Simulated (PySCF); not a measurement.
CH₇ClN₂Si, SMILES NC[Si@@H](N)Cl. Atoms are numbered in the order given.

```xyz
12

N     -2.2124    -1.2264     0.7463
C     -1.5236    -0.3307    -0.1772
Si     0.2215     0.0965     0.3784
N      1.1029    -1.3742     0.5482
Cl     1.0575     1.4364    -0.9982
H     -2.3786    -0.7589     1.6358
H     -1.6167    -2.0253     0.9611
H     -2.1133     0.5904    -0.3174
H     -1.4812    -0.7898    -1.1818
H      0.2543     0.7610     1.7113
H      1.9362    -1.3863     1.1267
H      1.2289    -1.9734    -0.2618
```
Charge 0, spin multiplicity 1.

Coordinates come from a PBE0-D3(BJ)/def2-SVP optimisation. The structure was generated by enumeration; whether it is a known compound was not checked. The values are those of a single conformer.

Method: TDDFT-LC-ωPBE/def2-SVPD (PySCF 2.14.0).

Vertical excitations. Gas-phase values at a fixed geometry.

```
state  energy (eV)  λ (nm)      f                                                                 main pairs
-----  -----------  ------  -----  -------------------------------------------------------------------------
S1            6.58     188  0.023                                           HOMO→LUMO+1 58 %, HOMO→LUMO 26 %
S2            7.50     165  0.008                         HOMO→LUMO 29 %, HOMO−1→LUMO 28 %, HOMO→LUMO+1 13 %
S3            7.56     164  0.054                          HOMO−1→LUMO 45 %, HOMO→LUMO 19 %, HOMO→LUMO+1 8 %
S4            7.73     160  0.064                                         HOMO→LUMO+2 66 %, HOMO→LUMO+4 11 %
S5            8.13     152  0.035                                        HOMO→LUMO+3 64 %, HOMO→LUMO+11 12 %
S6            8.39     148  0.014       HOMO→LUMO+4 30 %, HOMO→LUMO+6 14 %, HOMO→LUMO+7 9 %, HOMO→LUMO+9 8 %
S7            8.64     143  0.091                 HOMO−1→LUMO+1 42 %, HOMO−1→LUMO+2 15 %, HOMO−1→LUMO+10 7 %
S8            8.80     141  0.064  HOMO→LUMO+7 24 %, HOMO→LUMO+5 22 %, HOMO→LUMO+11 17 %, HOMO−2→LUMO+1 10 %
S9            8.86     140  0.032    HOMO−2→LUMO+1 23 %, HOMO−2→LUMO+2 9 %, HOMO−2→LUMO 9 %, HOMO→LUMO+6 9 %
S10           8.92     139  0.000                                    HOMO−1→LUMO+3 42 %, HOMO−1→LUMO+10 23 %
T1            6.21     200      0                                           HOMO→LUMO+1 60 %, HOMO→LUMO 20 %
T2            7.07     175      0                                                           HOMO−1→LUMO 65 %
T3            7.20     172      0       HOMO→LUMO 41 %, HOMO→LUMO+10 12 %, HOMO→LUMO+2 10 %, HOMO→LUMO+1 9 %
T4            7.34     169      0                                          HOMO→LUMO+2 52 %, HOMO→LUMO+5 8 %
```
Triplets are in the Tamm–Dancoff approximation, which puts them higher than full response would, so one can lie above its singlet here.
